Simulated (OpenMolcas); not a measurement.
## P IV: CASPT2 settings compared

* Program: OpenMolcas
* Basis: ANO-RCC-VTZP [5s4p2d1f]
* Scalar Hamiltonian: X2C, point nucleus
* Active space: 2 electrons in 4 orbitals (3s 3p)
* State averaging: 2S+1 = 3 even, 3 roots; 2S+1 = 1 even, 7 roots; 2S+1 = 3 odd, 3 roots; 2S+1 = 1 odd, 3 roots
* Spin-orbit coupling: state interaction with AMFI integrals over the reference wave functions, term energies averaged over their components

Methods on the same reference wave functions:
A. CASSCF
B. SS-CASPT2, IPEA 0.75 Eh, imaginary shift 0.05 Eh (closed shells correlated: 2s 2p)
C. SS-CASPT2, IPEA 0.2 Eh, sigma1 regulariser 0.05 Eh (closed shells correlated: 2s 2p)
D. SS-CASPT2, IPEA 0.5 Eh, sigma2 regulariser 0.2 Eh (closed shells correlated: 2s 2p)
E. MS-CASPT2, IPEA 0.5 Eh, sigma2 regulariser 0.2 Eh (closed shells correlated: 2s 2p)
F. MS-CASPT2, IPEA 0.2 Eh, sigma1 regulariser 0.05 Eh (closed shells correlated: 2s 2p)

Energies in cm-1 above 3s2 1S0, the measured ground level; measured values from Martin, Zalubas and Musgrove, J. Phys. Chem. Ref. Data 14, 751 (1985).

```tsv
Level	A	B	C	D	E	F	Measured
3s2 1S0	0.0	0.0	0.0	0.0	0.0	0.0	0.0
3s 3p 3P* 0	67082	67370	67209	67304	67361	67272	67918
3s 3p 3P* 1	67283	67570	67409	67504	67561	67472	68146
3s 3p 3P* 2	67687	67975	67814	67910	67967	67877	68615
3s 3p 1P* 1	117048	109558	108160	108979	109036	108223	
3p2 3P0	165304	165485	165122	165347	165404	165185	164941
3p2 3P1	165507	165690	165327	165552	165609	165390	165185
3p2 3P2	165894	166063	165625	165916	165973	165688	165654
3p2 1D2	179025	169956	166514	168658	168715	166577	158142
3p2 1S0	208222	198199	196756	197591	197705	196882	194592
```

Deviations, from unrounded energies. A percentage is the sum of absolute deviations over the sum of measured energies, with the sign that they share, or ± where signs differ.

| Against measurement | Levels | A | B | C | D | E | F |
| --- | --- | --- | --- | --- | --- | --- | --- |
| mean absolute deviation (cm-1) | 8 | 4800 | 2300 | 1600 | 2100 | 2100 | 1700 |
| other configurations (%) | 8 | ±3.6 | ±1.8 | ±1.2 | ±1.6 | ±1.6 | ±1.3 |

C, F lie about equally close to measurement and A furthest from it. The largest miss of C in the table is 3p2 1D2, by +8400 cm-1. The ranking rests on the paired levels alone, and a cruder setting can come out closer through cancelling errors.

Among B to F the level of the table that moves most is 3p2 1D2, by 3400 cm-1 (lowest in C, highest in B).

The lowest spin-free term lies below A's lowest term by 0.022 hartree in B, 0.022 hartree in C, 0.022 hartree in D, 0.022 hartree in E, 0.022 hartree in F.

Over all roots computed the reference weight is 0.91 to 1.00 in C, 0.94 to 1.00 in D, 0.94 to 1.00 in E, 0.91 to 1.00 in F; the roots of lowest weight are the least certain, and an intruder state may touch them. The ¹D term of p² mixes with s d, which this space lacks. Some levels mix across a computed gap that differs much from the measured one, so their mixing is not that of the real levels (holds for C; F). Computed and measured levels are paired by configuration, term and J; levels that our copy of the source lacks, or whose pairing is in doubt (as where it misses far off the trend of its configuration), stay unpaired and out of the deviations. Levels of configurations outside the active space are missing.

* marks odd parity.
